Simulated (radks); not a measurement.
Results of a calculation; reference values are marked as such.
Q: The mean radii <r> (bohr) of the occupied orbitals of an atom or ion are listed with their occupations. Code: a radial shooting solver on a logarithmic mesh with Libxc functionals. Model: scalar-relativistic Kohn-Sham, BLYP, spin-polarised, spherical densities, finite nucleus; Fermi nuclear charge, rms radius of each element as measured or else 0.836 A^(1/3) + 0.57 fm.

| orbital | occ. | <r> |
|---|---|---|
| 1s up | 1 | 0.01580 |
| 1s down | 1 | 0.01580 |
| 2s up | 1 | 0.06649 |
| 2s down | 1 | 0.06649 |
| 2p up | 3 | 0.06054 |
| 2p down | 3 | 0.06054 |
| 3s up | 1 | 0.1716 |
| 3s down | 1 | 0.1716 |
| 3p up | 3 | 0.1737 |
| 3p down | 3 | 0.1737 |
| 3d up | 5 | 0.1575 |
| 3d down | 5 | 0.1575 |
| 4s up | 1 | 0.3771 |
| 4s down | 1 | 0.3771 |
| 4p up | 3 | 0.4026 |
| 4p down | 3 | 0.4026 |
| 4d up | 5 | 0.4225 |
| 4d down | 5 | 0.4225 |
| 5s up | 1 | 0.8307 |
| 5s down | 1 | 0.8308 |
| 4f up | 7 | 0.4411 |
| 4f down | 7 | 0.4410 |
| 5p up | 3 | 0.9482 |
| 5p down | 3 | 0.9476 |
| 5d up | 5 | 1.240 |
| 5d down | 5 | 1.231 |
| 6s up | 1 | 2.183 |
| 6s down | 1 | 2.165 |
| 6p up | 3 | 3.029 |

Name the element and its charge. Open shells, if any, are filled with parallel spins first.

A: Z = 83, bismuth, charge 0: Bi in [Hg] 6p3. The 1s radius gives Z: for a bare nucleus <r> = (2 gamma + 1)/(2Z) with gamma = sqrt(1 - (Z/c)^2), 0.01561 bohr for Z = 83, and screening makes it slightly larger (0.01580 here). The occupations add up to 83, and the charge is Z minus that.
